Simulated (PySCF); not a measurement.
Isomers of C8H13N, from PBE0-D3(BJ)/def2-SVP geometry optimisation, gas phase in PySCF 2.14.0. One conformer each, no zero-point energy, no frequencies.

Question: Which is lowest in electronic energy at this level?
A. `[CH:1]1=[CH:2][CH2:3][N:4]([CH:5]2[CH2:6][CH2:7][CH2:8]2)[CH2:9]1` with C3–N4–C5–C6 167°, C1–C2–C3–N4 -13°, C2–C3–N4–C5 155°, N4–C5–C6–C7 -140°, C5–C6–C7–C8 20°: A = 4461, B = 1035, C = 877.8 MHz, dipole 0.52 D
B. `[N:1]#[C:2][CH2:3][CH:4]1[CH2:5][CH2:6][CH2:7][CH2:8][CH2:9]1` with C2–C3–C4–C5 175°, C3–C4–C5–C6 180°, C4–C5–C6–C7 -55°, C5–C6–C7–C8 55°, C6–C7–C8–C9 -55° (2-cyclohexylacetonitrile): A = 3574, B = 937.9, C = 790.1 MHz, dipole 4.07 D
C. `[CH2:1]=[N:2][C@@H:3]1[CH2:4][CH2:5][CH2:6][C:7](=[CH2:8])[CH2:9]1` with C1–N2–C3–C4 -120°, N2–C3–C4–C5 -176°, C3–C4–C5–C6 56°, C4–C5–C6–C7 -53°, C5–C6–C7–C8 -125°: A = 2819, B = 1174, C = 905.3 MHz, dipole 1.16 D
D. `[CH3:1][N:2]([CH3:3])[C:4]1=[CH:5][CH2:6][CH2:7][CH:8]=[CH:9]1` with C4–C5–C6–C7 33°, C5–C6–C7–C8 -47°, C6–C7–C8–C9 33°, N2–C4–C9–C8 168°: A = 3246, B = 1169, C = 917.7 MHz, dipole 0.75 D
E. `[CH2:1]=[CH:2][CH2:3]/[N:4]=[CH:5]\[CH2:6][CH:7]1[CH2:8][CH2:9]1` with C1–C2–C3–N4 -130°, C2–C3–N4–C5 94°, N4–C5–C6–C7 -177°, C5–C6–C7–C8 -154°: A = 3452, B = 726.6, C = 639.3 MHz, dipole 1.86 D

Answer: B. That is 2-cyclohexylacetonitrile, `N#CCC1CCCCC1`, 24.2 kcal/mol below the next.

| SMILES | mapped SMILES | E (Eh) | relative (kcal/mol) | relative (kJ/mol) | dipole (D) |
| --- | --- | --- | --- | --- | --- |
| N#CCC1CCCCC1 | [N:1]#[C:2][CH2:3][CH:4]1[CH2:5][CH2:6][CH2:7][CH2:8][CH2:9]1 | -366.74714 | 0.0 | 0.0 | 4.07 |
| C=N[C@@H]1CCCC(=C)C1 | [CH2:1]=[N:2][C@@H:3]1[CH2:4][CH2:5][CH2:6][C:7](=[CH2:8])[CH2:9]1 | -366.70856 | 24.2 | 101.3 | 1.16 |
| CN(C)C1=CCCC=C1 | [CH3:1][N:2]([CH3:3])[C:4]1=[CH:5][CH2:6][CH2:7][CH:8]=[CH:9]1 | -366.70429 | 26.9 | 112.5 | 0.75 |
| C1=CCN(C2CCC2)C1 | [CH:1]1=[CH:2][CH2:3][N:4]([CH:5]2[CH2:6][CH2:7][CH2:8]2)[CH2:9]1 | -366.68652 | 38.0 | 159.2 | 0.52 |
| C=CC/N=C\CC1CC1 | [CH2:1]=[CH:2][CH2:3]/[N:4]=[CH:5]\[CH2:6][CH:7]1[CH2:8][CH2:9]1 | -366.65645 | 56.9 | 238.1 | 1.86 |

As drawn, the lowest has a C≡N group, which the highest lacks; the highest has a three-membered ring, a C=N bond and a C=C bond outside aromatic rings, which the lowest lacks.
